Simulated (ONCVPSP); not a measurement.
# barium (Ba): ONCV pseudisation with BLYP, scalar-relativistic reference atom.

Input for ONCVPSP 4.0.1:

```
# ATOM AND REFERENCE CONFIGURATION
# atsym  z   nc   nv     iexc    psfile
  Ba 56.00    9    3  -106131      upf
#
#   n    l    f
    1    0    2.00
    2    0    2.00
    2    1    6.00
    3    0    2.00
    3    1    6.00
    3    2   10.00
    4    0    2.00
    4    1    6.00
    4    2   10.00
    5    0    2.00
    5    1    6.00
    6    0    1.00
#
# PSEUDOPOTENTIAL AND OPTIMIZATION
# lmax
    2
#
#   l,   rc,      ep,       ncon, nbas, qcut
    0    2.95    0.00    4    7    4.80
    1    3.00    0.00    4    7    5.20
    2    3.25    0.37    4    8    3.10
#
# LOCAL POTENTIAL
# lloc, lpopt,  rc(5),   dvloc0
    4    5    2.85    1.00
#
# VANDERBILT-KLEINMAN-BYLANDER PROJECTORs
# l, nproj, debl
    0    3    2.80
    1    2    0.80
    2    1    1.20
#
# MODEL CORE CHARGE
# icmod, fcfact, rcfact
    3    1.75    1.70
#
# LOG DERIVATIVE ANALYSIS
# epsh1, epsh2, depsh
   -3.00    5.00    0.02
#
# OUTPUT GRID
# rlmax, drl
    6.00    0.01
#
# TEST CONFIGURATIONS
# ncnf
    4
# nvcnf
#   n    l    f
    3
    5    0    2.00
    5    1    6.00
    6    0    2.00
#
    3
    5    0    2.00
    5    1    6.00
    6    0    0.00
#
    3
    5    0    2.00
    5    1    6.00
    6    0    1.50
#
    4
    5    0    2.00
    5    1    6.00
    6    0    1.50
    5    2    0.50
#
```

Command:

```bash
oncvpsp.x < Ba.dat > Ba.out
```

Resulting log (shortened: citation, most of the input echo, consistency checks and plot data are left out):

```
ONCVPSP  (Optimized Norm-Conservinng Vanderbilt PSeudopotential)
scalar-relativistic version 4.0.1

#   n    l    f        energy (Ha)
    1    0    2.00    -1.3696859E+03
    2    0    2.00    -2.1666408E+02
    2    1    6.00    -1.9431520E+02
    3    0    2.00    -4.5884687E+01
    3    1    6.00    -3.8721646E+01
    3    2   10.00    -2.8315835E+01
    4    0    2.00    -9.1590677E+00
    4    1    6.00    -6.8485985E+00
    4    2   10.00    -3.4953767E+00
    5    0    2.00    -1.4376386E+00
    5    1    6.00    -8.8594963E-01
    6    0    1.00    -2.7875582E-01

Reference configufation results
  iterations    23
  all-electron total energy (Ha)   -8.13608764D+03

Begin loop to  construct optimized pseudo wave functions
and semi-local pseudopoentials for all angular momenta

   Wellstate for l =  0  n =  9
     eigenvalue =   2.5212
     asymptotic potential =   3.0212
     half-point radius =  5.4133

Calculating optimized projector #   1

 for l=   0

    Fraction of norm inside rc  0.979328
    Optimizing pswf for qcut=   4.80 a_B^-1,  ecut=  11.50 Ha
    Residual kinetic energy error=  7.28D-08 Ha

    Energy error per electron        Cutoff
         Ha          eV             Ha
         0.01000     0.27211        3.28
         0.00100     0.02721        6.22
         0.00010     0.00272        7.85
         0.00001     0.00027        9.02

Calculating optimized projector #   2

 for l=   0

    Fraction of norm inside rc  0.142978
    Optimizing pswf for qcut=   4.80 a_B^-1,  ecut=  11.50 Ha
    Residual kinetic energy error=  2.95D-07 Ha

    Energy error per electron        Cutoff
         Ha          eV             Ha
         0.01000     0.27211        1.88
         0.00100     0.02721        6.23
         0.00010     0.00272        8.17
         0.00001     0.00027        9.62

Calculating optimized projector #   3

 for l=   0

    Fraction of norm inside rc  0.117203
    Optimizing pswf for qcut=   4.80 a_B^-1,  ecut=  11.50 Ha
    Residual kinetic energy error=  8.11D-05 Ha

    Energy error per electron        Cutoff
         Ha          eV             Ha
         0.01000     0.27211        7.16
         0.00100     0.02721        9.40
         0.00010     0.00272       11.61
         0.00001     0.00027       20.14

WARNING wellstate: negative energy specified for n= 6 l=  1
WARNING scattering state with energy  0.25000000
WARNING will be used for the first projector

   Wellstate for l =  1  n =  7
     eigenvalue =   0.2500
     asymptotic potential =   0.7500
     half-point radius =  7.7917

Calculating optimized projector #   1

 for l=   1

    Fraction of norm inside rc  0.933642
    Optimizing pswf for qcut=   5.20 a_B^-1,  ecut=  13.50 Ha
    Residual kinetic energy error=  2.46D-08 Ha

    Energy error per electron        Cutoff
         Ha          eV             Ha
         0.01000     0.27211        3.34
         0.00100     0.02721        4.44
         0.00010     0.00272        5.72
         0.00001     0.00027        8.93

Calculating optimized projector #   2

 for l=   1

    Fraction of norm inside rc  0.121847
    Optimizing pswf for qcut=   5.20 a_B^-1,  ecut=  13.50 Ha
    Residual kinetic energy error=  1.38D-07 Ha

    Energy error per electron        Cutoff
         Ha          eV             Ha
         0.01000     0.27211        3.02
         0.00100     0.02721        4.17
         0.00010     0.00272        8.30
         0.00001     0.00027       10.60

WARNING wellstate: localized bound state found for n= 5 l= 2
WARNING this state with energy -0.25570758
WARNING will be used for the first projector

Calculating optimized projector #   1

 for l=   2

    Fraction of norm inside rc  0.607675
    Optimizing pswf for qcut=   3.10 a_B^-1,  ecut=   4.80 Ha
    Residual kinetic energy error=  4.41D-04 Ha

    Energy error per electron        Cutoff
         Ha          eV             Ha
         0.01000     0.27211        3.21
         0.00100     0.02721        4.37
         0.00010     0.00272       10.27
         0.00001     0.00027       21.37

Construct Vanderbilt / Kleinmman-Bylander projectors

B matrix Hermiticity error, ll=   0
   1   2    7.5574E-05
   1   3   -2.7059E-04
   2   3    8.7425E-05

  Orthonormal projector coefficients  3.2165E+00 -6.7032E-01 -3.0673E-02

B matrix Hermiticity error, ll=   1
   1   2   -6.2822E-05

  Orthonormal projector coefficients -9.4064E-01 -6.5741E-01

Model core correction analysis
  based on d2Exc/dn_idn_j

d2excae - all-electron derivatives

   -2.376248D-02   -2.097119D-02   -2.757648D-03
   -2.097113D-02   -2.117698D-02   -4.578372D-03
   -2.756933D-03   -4.576362D-03   -2.723610D-02

d2excps - pseudofunction derivatives with no core correction

   -3.528432D-02   -2.534119D-02   -4.293550D-03
   -2.534243D-02   -2.443851D-02   -5.126266D-03
   -4.293533D-03   -5.124287D-03   -2.746432D-02

rms 2nd derivative error    4.557878E-03

rmatch, rhocmatch    1.2740    2.6924

Teter function model core charge with specified parameters

d2excps - pseudofunction derivatives with core correction

   -2.413850D-02   -1.987662D-02   -3.075352D-03
   -1.987661D-02   -2.020214D-02   -4.591461D-03
   -3.074679D-03   -4.589436D-03   -2.715855D-02

rms 2nd derivative error    6.408353E-04

Pseudoatom total energy  -25.892968

Diagnostic tests using Vanderbilt-Kleinman-Bylander pseudopotentials
  1 or more projectors used as specified by nproj input data

   l    rcore       rmatch      e in        delta e   norm test  slope test

   0   2.9613586   3.0512719  -1.4376386   0.0000004   1.0000998   1.0000923
   0   2.9613586   3.0512719  -0.2787558   0.0000004   1.0000160   1.0000135
   0   2.9613586   3.0512719   2.5212442   0.0000250   1.0001296   1.0001296

   1   3.0149836   3.1065250  -0.8859496  -0.0000006   1.0001144   1.0001143
   1   3.0149836   3.1065250   0.2500000   0.0000043   1.0000435   1.0000435

   2   3.2588074   3.3577519  -0.2557076  -0.0000001   1.0000002   1.0000028

 Testing for bound ghosts
   n   l    E NL Schr. Eq   E Basis Diag.   E Cutoff

   1   0       -1.437638       -1.437638     30.26
   2   0       -0.278755       -0.274957     30.26

   2   1       -0.885950       -0.885950     24.67

   3   2       -0.255708       -0.255363     24.28

 Testing for highly-localized positive-energy ghosts
       l    <radius>/rc     E Basis Diag.   E Cutoff

Test configuration 0

   n   l     f        eae           eps        diff
   1   0  2.0000-1369.68589446
   2   0  2.0000 -216.66407948
   2   1  6.0000 -194.31519570
   3   0  2.0000  -45.88468660
   3   1  6.0000  -38.72164587
   3   2 10.0000  -28.31583484
   4   0  2.0000   -9.15906768
   4   1  6.0000   -6.84859849
   4   2 10.0000   -3.49537670
   5   0  2.0000   -1.43763862   -1.43763818    4.34D-07
   5   1  6.0000   -0.88594963   -0.88595028   -6.50D-07
   6   0  1.0000   -0.27875582   -0.27875541    4.06D-07

    Total energies and differences
      AE_ref= -8.13608764D+03  AE_tst= -8.13608764D+03  dif=  0.00D+00
      PS_ref= -2.58929680D+01  PS_tst= -2.58929680D+01  dif= -4.73D-13
      PSP excitation error=  4.73D-13

Test configuration 1

   n   l     f        eae           eps        diff
   1   0  2.0000-1369.47288843
   2   0  2.0000 -216.45130057
   2   1  6.0000 -194.10241745
   3   0  2.0000  -45.67203868
   3   1  6.0000  -38.50899938
   3   2 10.0000  -28.10317134
   4   0  2.0000   -8.94689602
   4   1  6.0000   -6.63650203
   4   2 10.0000   -3.28346214
   5   0  2.0000   -1.22806051   -1.22772149    3.39D-04
   5   1  6.0000   -0.67817563   -0.67813642    3.92D-05
   6   0  2.0000   -0.11286026   -0.11282673    3.35D-05

    Total energies and differences
      AE_ref= -8.13608764D+03  AE_tst= -8.13628143D+03  dif= -1.94D-01
      PS_ref= -2.58929680D+01  PS_tst= -2.60867502D+01  dif= -1.94D-01
      PSP excitation error= -5.42D-06

Test configuration 2

   n   l     f        eae           eps        diff
   1   0  2.0000-1369.93826640
   2   0  2.0000 -216.91599687
   2   1  6.0000 -194.56711415
   3   0  2.0000  -46.13633421
   3   1  6.0000  -38.97329099
   3   2 10.0000  -28.56751421
   4   0  2.0000   -9.40977098
   4   1  6.0000   -7.09915488
   4   2 10.0000   -3.74558113
   5   0  2.0000   -1.68313232   -1.68397621   -8.44D-04
   5   1  6.0000   -1.12791020   -1.12820139   -2.91D-04

    Total energies and differences
      AE_ref= -8.13608764D+03  AE_tst= -8.13571778D+03  dif=  3.70D-01
      PS_ref= -2.58929680D+01  PS_tst= -2.55229552D+01  dif=  3.70D-01
      PSP excitation error= -1.47D-04

Test configuration 3

   n   l     f        eae           eps        diff
   1   0  2.0000-1369.57392628
   2   0  2.0000 -216.55225120
   2   1  6.0000 -194.20336751
   3   0  2.0000  -45.77293968
   3   1  6.0000  -38.60989978
   3   2 10.0000  -28.20407830
   4   0  2.0000   -9.04761267
   4   1  6.0000   -6.73718936
   4   2 10.0000   -3.38407831
   5   0  2.0000   -1.32777057   -1.32755120    2.19D-04
   5   1  6.0000   -0.77717361   -0.77713527    3.83D-05
   6   0  1.5000   -0.19281477   -0.19278152    3.32D-05

    Total energies and differences
      AE_ref= -8.13608764D+03  AE_tst= -8.13620530D+03  dif= -1.18D-01
      PS_ref= -2.58929680D+01  PS_tst= -2.60106287D+01  dif= -1.18D-01
      PSP excitation error=  3.33D-06

Test configuration 4

   n   l     f        eae           eps        diff
   1   0  2.0000-1369.44884623
   2   0  2.0000 -216.42588806
   2   1  6.0000 -194.07708400
   3   0  2.0000  -45.64684759
   3   1  6.0000  -38.48381044
   3   2 10.0000  -28.07788265
   4   0  2.0000   -8.92189356
   4   1  6.0000   -6.61149039
   4   2 10.0000   -3.25835750
   5   0  2.0000   -1.20380281   -1.20449698   -6.94D-04
   5   1  6.0000   -0.65575001   -0.65596305   -2.13D-04
   6   0  1.5000   -0.10521701   -0.10520979    7.22D-06
   5   2  0.5000   -0.05475699   -0.05469363    6.34D-05

    Total energies and differences
      AE_ref= -8.13608764D+03  AE_tst= -8.13625749D+03  dif= -1.70D-01
      PS_ref= -2.58929680D+01  PS_tst= -2.60627789D+01  dif= -1.70D-01
      PSP excitation error= -3.18D-05
```

The run took about 4 s on one core of a shared server CPU.
